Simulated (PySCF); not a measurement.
**Broadened absorption spectrum of C6H7ClSSi**

Compound: C6H7ClSSi.
Atom-mapped SMILES: `[SiH3:1][S:2][c:3]1[cH:4][cH:5][c:6]([Cl:7])[cH:8][cH:9]1` (hydrogens: H10, H11, H12 on Si1; H13 on C4; H14 on C5; H15 on C8; H16 on C9)

Computed with TDDFT CAM-B3LYP/def2-SVPD, vertical, gas phase, core orbitals frozen in the response (PySCF). One conformer (not necessarily the lowest) at the PBE0-D3(BJ)/def2-SVP geometry, without solvent, vibrations or thermal averaging. Torsions of this conformer, `[SiH3:1][S:2][c:3]1[cH:4][cH:5][c:6]([Cl:7])[cH:8][cH:9]1`: Si1–S2–C3–C4 -3°.

Computed states:

| state | E (eV) | f |
| --- | --- | --- |
| S1 | 4.85 | 0.0084 |
| S2 | 5.25 | 0.373 |
| S3 | 5.38 | 0.0061 |
| S4 | 5.94 | 0.0081 |
| S5 | 6.21 | 0.0001 |
| S6 | 6.42 | 0.116 |

Broadening: Gaussians 0.4 eV wide at half height, area fixed by f = 4.319×10⁻⁹ ∫ε dν̃. The width is an assumption, not a result. The curve ends short of the highest state used, and states not computed would add to its high-energy end.

Question: What does the envelope look like, and where are its maxima?

Answer: 
```tsv
E (eV)	ε (L mol⁻¹ cm⁻¹)
4.25	1
4.32	4
4.39	14
4.46	40
4.52	87
4.59	187
4.66	360
4.73	670
4.80	1290
4.87	2614
4.93	4763
5.00	8899
5.07	14630
5.14	20649
5.21	24773
5.28	25168
5.35	21628
5.41	16624
5.48	10481
5.55	5620
5.62	2613
5.69	1149
5.76	625
5.82	541
```

Maxima: 236 nm (5.25 eV), ε about 26000, made up of S2 (99%) (ε in L mol⁻¹ cm⁻¹; maxima over ε = 5, shares over 10%). At its high-energy end, 5.82 eV, the curve is still rising (ε about 540, from S2 and S4).

Question: On this curve, what absorbance would a 10⁻³ mol/L sample give at 222 nm over a 1 cm path?

Answer: 222 nm is 5.585 eV, where ε is about 3900 L mol⁻¹ cm⁻¹, so A = ε c l ≈ 3.9 (Beer–Lambert, with the gas-phase spectrum and the assumed width).

Question: Coming from long wavelengths, where does ε first pass 100 L mol⁻¹ cm⁻¹?

Answer: At about 274 nm (4.53 eV), 0.32 eV below S1.

Question: What would ε be at 5.25 eV, the highest of these maxima, with half the width (0.2 eV)?

Answer: About 50600 L mol⁻¹ cm⁻¹ against 25500, a factor of about 1.98; a lone state at its own centre would give exactly 2.
